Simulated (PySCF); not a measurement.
An element was calculated at UHF (PySCF 2.14, ECP, a triple-zeta basis, no spin-orbit coupling), in the ground configurations that NIST lists.

- electron affinity: -0.060 eV
- first ionisation energy: 8.583 eV
- second ionisation energy: 16.005 eV
- third ionisation energy: 24.139 eV
- polarisability of the atom: 44.3 bohr³

**Question.** Which element is it?

**Answer.** Antimony (Sb, Z = 51), in aug-cc-pVTZ-PP with one added diffuse shell each of d, f type with ECP28MDF. NIST lists 8.608, 16.626 ± 0.025, 25.323 eV for these ionisation energies.
